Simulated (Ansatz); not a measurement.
A structure relaxed at r2SCAN-D4/def2-SVP in Ansatz, charge 0, singlet:

Cartesian coordinates in Å:
```
Ga -2.6398 0.3434 -0.2580
Ga 2.2011 -2.0688 0.8962
Ga -1.1903 2.0369 -1.7521
Ga 0.2083 -0.2046 -0.6563
O -2.4611 2.1305 -0.4748
O 1.5858 -1.3040 -0.5909
O 0.5732 1.6379 -0.9423
O -1.0455 -0.3621 0.8275
O -1.0133 3.0281 -3.2133
O -0.6762 0.1816 2.1187
O -1.3093 0.0496 -1.6828
O 3.3236 -3.4263 0.7395
O 1.7097 -1.4692 2.4981
H 1.2145 2.2235 -0.5220
H -1.0409 -0.5066 2.7025
H -3.8537 -0.5444 0.0642
H -0.2936 2.7297 -3.7842
H 1.1056 -0.7102 2.4292
H 3.6020 -3.7651 1.6008
```

(1) Give its formula.

(2) Summarise the bond lengths by kind (pairs closer than 1.2 times the sum of covalent radii, bridged metal pairs left out).

Answers

(1) Ga4O9H6.

(2) 14 × Ga–O 1.76 to 2.05 Å; 1 × O–O 1.45 Å; 5 × H–O 0.96 to 0.97 Å; 1 × Ga–H 1.54 Å.

The structure holds one bond between oxygen atoms, so isomers without such links may lie far lower. Another isomer (singlet) lies 0.77 eV lower at PBE0-D4/def2-SVP; other spin states weren't run for this one.
